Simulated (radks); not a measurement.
Question: Radial electron density D(r) = 4 pi r^2 rho(r) of an atom or ion with 24 electrons. All-electron calculation, Dirac Kohn-Sham, BLYP, spin-unpolarised, spherical densities, point nucleus. Program: a radial shooting solver on a logarithmic mesh with Libxc functionals.

```
   r/bohr * D(r) (the largest magnitude, 33, reaches the edge; | marks zero)
 0.002014 |*
 0.002644 | *
  0.00347 | *
 0.004555 |   *
 0.005979 |     *
 0.007848 |         *
   0.0103 |              *
  0.01352 |                     *
  0.01775 |                             *
   0.0233 |                                      *
  0.03058 |                                             *
  0.04014 |                                                 *
  0.05268 |                                               *
  0.06915 |                                          *
  0.09076 |                                      *
   0.1191 |                                         *
   0.1576 |                                                   *
   0.2069 |                                                      *
   0.2716 |                                           *
   0.3565 |                          *
   0.4679 |                  *
   0.6142 |                      *
   0.8061 |                       *
    1.058 |               *
    1.389 |      *
    1.823 |  *
    2.393 | *
    3.141 |*
    4.123 |*
    5.411 *
    7.103 *
    9.323 *
```

What is the nuclear charge?

Answer: Z = 25. The innermost maximum, from 1s, lies near gamma/Z bohr with gamma = sqrt(1 - (Z/c)^2) = 0.983, here 0.0393 bohr (found: 0.0424), and its height grows with Z. The density is that of the manganese ion Mn+ in [Ar] 3d4 4s1 4p1; the configuration itself is not fixed sharply by these data, and Z only to about a unit. D(r) has 3 maxima, at r = 0.0424, 0.194, 0.721 bohr, and minima at 0.0937, 0.468 bohr, inside which lie 2.13, 10.59 electrons.
